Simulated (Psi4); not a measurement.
Interaction energy of C2H6O ··· H4OSi (SMILES COC and O[SiH3]). Monomers: optimised at B3LYP-D3(BJ) (def2-TZVP), held rigid. Orientation: lowest of the rigid-body minima from ten starts at GFN2-xTB. R is the distance of the centres of mass, along which the second monomer moves.

Method: SAPT0/jun-cc-pVDZ, frozen core (Psi4 1.11).

Components in kJ/mol:

```tsv
R / Å	electrostatics	exchange	induction	dispersion	total
2.98	-165.84	344.38	-92.73	-43.73	42.08
3.18	-105.00	177.53	-49.72	-28.39	-5.58
3.40	-64.91	83.94	-25.18	-18.02	-24.17
3.61	-42.82	40.51	-13.39	-11.94	-27.65
3.80	-30.60	20.75	-7.74	-8.40	-25.99
4.05	-20.63	8.49	-3.93	-5.43	-21.49
4.31	-14.32	3.32	-2.05	-3.56	-16.62
4.61	-9.87	1.10	-1.04	-2.26	-12.07
5.11	-5.82	0.17	-0.40	-1.14	-7.18
5.79	-3.19	0.01	-0.14	-0.51	-3.82
6.79	-1.53	0.00	-0.04	-0.19	-1.75
8.07	-0.70	0.00	-0.01	-0.07	-0.78
```
